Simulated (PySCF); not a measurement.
**A small calculation by hand: entropy of an ideal gas**

SZn, SMILES [S]=[Zn].

The structure is a stationary point at PBE0-D3(BJ)/def2-TZVP.

PBE0-D3(BJ)/def2-TZVP (PySCF) gives the harmonic wavenumbers 460 cm⁻¹ and the rotational temperature 0.2667 K. The molar mass is 97.44 g/mol, the symmetry number 1, the spin multiplicity 1.

Question: Work out the entropy at 298.15 K and 1 atm in the rigid-rotor, harmonic-oscillator model.

Answer: 
Translation (Sackur–Tetrode at 1 atm): S = R[1.5 ln M + 2.5 ln T − 1.16487] = 165.9 J/(mol K).
Rotation: q = T/(σ θ) = 1120, S = R[ln q + 1] = 66.7 J/(mol K).
Vibration: with u = 1.4388 ν/T, each mode gives R[u/(e^u − 1) − ln(1 − e^−u)]:
```tsv
ν (cm⁻¹)	modes	u	S (J/(mol K))
460	1	2.22	3.21
```
These are all the modes. Sum 3.2 J/(mol K).
Spin: R ln 1 = 0.0 J/(mol K).
Total 235.7 J/(mol K); the program's own thermochemistry gives 235.7. Translation makes up 70 % and vibration 1 %. Anharmonicity, hindered rotation and orbital degeneracy are left out.
